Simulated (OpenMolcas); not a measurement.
Re5+ (d2) among equal point charges was computed by CASSCF with the d shell active (OpenMolcas, ANO-RCC-VDZP on the metal). Its lowest spin-free states, and all those of the highest spin:

```json
{"2S+1": "3", "Degeneracy": "1", "E (cm-1)": "0.0"}
{"2S+1": "3", "Degeneracy": "2", "E (cm-1)": "2095"}
{"2S+1": "3", "Degeneracy": "1", "E (cm-1)": "5066"}
{"2S+1": "3", "Degeneracy": "2", "E (cm-1)": "6816"}
{"2S+1": "1", "Degeneracy": "1", "E (cm-1)": "11498"}
{"2S+1": "3", "Degeneracy": "1", "E (cm-1)": "12162"}
{"2S+1": "1", "Degeneracy": "1", "E (cm-1)": "12337"}
{"2S+1": "1", "Degeneracy": "2", "E (cm-1)": "15624"}
{"2S+1": "1", "Degeneracy": "1", "E (cm-1)": "16853"}
{"2S+1": "3", "Degeneracy": "2", "E (cm-1)": "17120"}
{"2S+1": "1", "Degeneracy": "2", "E (cm-1)": "18668"}
{"2S+1": "1", "Degeneracy": "1", "E (cm-1)": "19728"}
{"2S+1": "3", "Degeneracy": "1", "E (cm-1)": "25094"}
```

Is the site octahedral, tetrahedral or cube-like, axial, or of lower symmetry?

The states with 2S+1 = 3 have orbital degeneracies 1, 2, 1, 2, 1, 2, 1. There are pairs but no triples, so the site is axial: not cubic, but with a proper or improper axis of order three or more. The run had Re5+ among 5 point charges of -0.75 e arranged as a square pyramid (C4v), 1.78 Å from the ion, with the axial distance 1.798 Å.

Spin-orbit coupling mixes the spin-free states strongly: the lowest level takes only 47 % from its leading state, 2S+1 = 3. Without dynamic correlation the repulsion within the d shell is too large (B by tens of per cent), so at a given field states of lower spin stand too high. Point charges carry no covalency, so the field is a model and not that of real ligands. An unlabelled pair can be two single states that coincide in this model. No measured value stands beside these numbers.
